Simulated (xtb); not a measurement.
BH3N, SMILES [BH]N (connectivity only; charge and spin as stated), charge +1, multiplicity 1. All values are semi-empirical tight-binding results from xtb (GFN2-xTB unless named), good for trends rather than for accurate numbers. Geometry optimised at GFN2-xTB. The spin state was assumed, not searched. The isomer is the one that the SMILES or the coordinates give; other isomers of the formula were not compared.

Optimised geometry:

Bonded distances (Å): B1–N2 1.294, B1–H3 1.150, N2–H4 1.026, N2–H5 1.026. Bond angles (°): N2–B1–H3 179.9, B1–N2–H4 125.9, B1–N2–H5 125.9, H4–N2–H5 108.2.
Charge +1, spin multiplicity 1.

Computed properties:
point group as xtb finds it: C2v
orbital gap: 5.18 eV
zero-point energy: 21.1 kcal/mol
G − E(el) at 298.15 K (modified RRHO): 7.8 kcal/mol
static polarisability (D4 model): 23.9 bohr³
solvation energy, GFN2-xTB/ALPB(water): -71.2 kcal/mol
solvation energy, GFN2-xTB/ALPB(dmso): -67.2 kcal/mol

Computed IR lines (harmonic; lines under 4 % of the strongest left out, lines within 3 cm⁻¹ merged):
ν (cm⁻¹): 638 (s), 641 (w), 792 (vs), 1245 (s), 1677 (s), 2826 (w), 3208 (vs), 3251 (s) (against the strongest line: vs over 80 %, s over 45 %, m over 15 %, w over 4 %, vw less)

Computed atomic charges and the Wiberg bond orders between heavy atoms:
charges (e) B1 0.38, N2 -0.16, H3 0.13, H4 0.32, H5 0.32. Bond orders B1–N2 1.95.
